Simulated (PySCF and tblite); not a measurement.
The numbers below are computed, except where a source is named.
# Conformers and averaged properties: C₁₀H₁₂O, numbered as in [CH3:1][CH2:2][CH2:3][C:4](=[O:5])[c:6]1[cH:7][cH:8][cH:9][cH:10][cH:11]1

The ensemble was built from 150 distance-geometry starts (ETKDG, MMFF94s, GFN2-xTB) and rests on GFN2-xTB geometries. Free energies are PBE0-D3(BJ)/6-31G* single points with GFN2-xTB rigid-rotor and vibrational terms (modes under about 100 cm⁻¹ blended into free rotors). Symmetry numbers and mirror images are counted. Conformers within 3 kcal/mol (GFN2-xTB free energy) were kept, 10 at most. GIAO shieldings: PBE0/6-31G*. Shifts are against TMS (¹H), TMS (¹³C) at the same level. Programs: PySCF with density fitting and tblite.

Torsions listed: C1–C2–C3–C4, C2–C3–C4–O5, O5–C4–C6–C7. Of a mirror pair one member is shown.

| conformer | shape | symmetry | E(GFN2) kcal/mol | E(DFT) kcal/mol | G(298.15 K) kcal/mol | weight % | dipole D |
| --- | --- | --- | --- | --- | --- | --- | --- |
| 1 | 73°, 9°, -8° | C1 (pair) | 0.37 | 0.05 | 0.00 | 49.7 | 2.77 |
| 2 | 180°, 0°, 0° | Cs | 0.00 | 0.00 | 0.07 | 44.4 | 2.75 |
| 3 | 180°, 112°, 159° | C1 (pair) | 0.30 | 1.50 | 1.68 | 2.9 | 3.03 |
| 4 | -61°, 120°, 152° | C1 (pair) | 0.08 | 1.66 | 1.94 | 1.9 | 3.04 |
| 5 | 68°, 60°, -153° | C1 (pair) | 1.08 | 2.01 | 2.26 | 1.1 | 2.71 |

Weights (%) against temperature:

| T (K) | 1 | 2 | 3 | 4 | 5 | S(mix) cal/mol/K |
| --- | --- | --- | --- | --- | --- | --- |
| 180 | 49.3 | 49.8 | 0.5 | 0.3 | 0.1 | 2.18 |
| 230 | 50.1 | 47.4 | 1.3 | 0.8 | 0.4 | 2.35 |
| 298.15 | 49.7 | 44.4 | 2.9 | 1.9 | 1.1 | 2.62 |
| 330 | 49.2 | 43.1 | 3.7 | 2.4 | 1.5 | 2.75 |
| 400 | 47.8 | 40.5 | 5.4 | 3.7 | 2.5 | 2.99 |

Averaged shifts at 298.15 K. ¹H: 8.25 (H7/H11, 2H), 7.64 (H9, 1H), 7.58 (H8/H10, 2H), 2.98 (H3, 2H), 1.98 (H2, 2H), 1.06 (H1, 3H) ppm. ¹³C: 189.2 (C4), 129.8 (C6), 126.7 (C9), 123.8 (C7/C11), 122.4 (C8/C10), 40.8 (C3), 19.6 (C2), 15.4 (C1) ppm.

Coordinates of conformer 1 (Å):

```xyz
23

C     3.325    0.162   -1.040
C     2.865    0.392    0.395
C     1.366    0.678    0.470
C     0.525   -0.559    0.227
O     1.010   -1.666    0.153
C    -0.945   -0.357    0.096
C    -1.714   -1.459   -0.280
C    -3.084   -1.353   -0.415
C    -3.709   -0.141   -0.172
C    -2.957    0.960    0.206
C    -1.584    0.857    0.339
H     4.393   -0.039   -1.067
H     3.124    1.038   -1.654
H     2.804   -0.691   -1.468
H     3.083   -0.496    0.989
H     3.412    1.234    0.824
H     1.093    1.445   -0.258
H     1.109    1.052    1.466
H    -1.209   -2.396   -0.462
H    -3.667   -2.214   -0.708
H    -4.781   -0.052   -0.274
H    -3.444    1.904    0.399
H    -1.021    1.726    0.642
```

Shifts are unscaled: against experiment ¹³C can be off by 15 ppm or more and ¹H by 0.8 ppm.

Search and properties took 2.9 min on 1 thread of Intel Xeon 6975P-C (shared host) (rough), launched as `OMP_NUM_THREADS=1 python ens_run.py task.json out`.
